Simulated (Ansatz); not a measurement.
Constitutional and geometric isomers with formula C2H6BN. Isolated molecules, 0 K electronic values unless said otherwise. One relaxed conformer stands for each flexible species; it need not be the lowest. Strings in code marks are SMILES.

Quantity: vertical ionisation energy (energy after one electron is removed minus that of the parent at the parent's geometry), in eV.

A: `[H]/B=C(\C)N`
B: `B1CCN1`
C: `C=CBN` (C–C–B–N torsion 180°)

Order them by vertical ionisation energy (energy after one electron is removed minus that of the parent at the parent's geometry) (lowest first) at the level frozen-core MP2/cc-pVTZ // B3LYP-D3(BJ)/def2-TZVP (Ansatz, a quantum-chemistry and plane-wave program).

A (7.51 eV), C (10.13 eV), B (10.33 eV)
